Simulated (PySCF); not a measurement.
C5H9F, SMILES F[C@H](C1CC1)C. Coordinates come from a B3LYP-D3(BJ)/def2-SVP optimisation. The structure was generated by enumeration; whether it is a known compound was not checked. One conformer was computed; it need not be the lowest.

Computed equilibrium geometry at B3LYP-D3(BJ)/def2-SVP (PySCF confirms it by a frequency run) as bond lengths and angles (one conformer of several):
Atoms: C1 C2 F3 C4 C5 C6 H7 H8 H9 H10 H11 H12 H13 H14 H15. Bond lengths (Å): C1–C2 1.517, C1–H7 1.100, C1–H8 1.101, C1–H9 1.101, C2–F3 1.396, C2–C4 1.505, C2–H10 1.106, C4–C5 1.504, C4–C6 1.508, C4–H11 1.096, C5–C6 1.506, C5–H12 1.094, C5–H13 1.093, C6–H14 1.095, C6–H15 1.093. Angles (°): C2–C1–H7 110.6, C2–C1–H8 110.2, C2–C1–H9 110.5, H7–C1–H8 108.4, H7–C1–H9 108.7, H8–C1–H9 108.4, C1–C2–F3 108.3, C1–C2–C4 113.6, C1–C2–H10 110.0, F3–C2–C4 109.0, F3–C2–H10 106.7, C4–C2–H10 109.0, C2–C4–C5 119.8, C2–C4–C6 119.5, C2–C4–H11 113.6, C5–C4–C6 60.0, C5–C4–H11 116.9, C6–C4–H11 116.9, C4–C5–C6 60.1, C4–C5–H12 117.5, C4–C5–H13 118.0, C6–C5–H12 118.1, C6–C5–H13 118.5, H12–C5–H13 114.2, C4–C6–C5 59.9, C4–C6–H14 117.8, C4–C6–H15 118.1, C5–C6–H14 118.0, C5–C6–H15 118.7, H14–C6–H15 114.0.
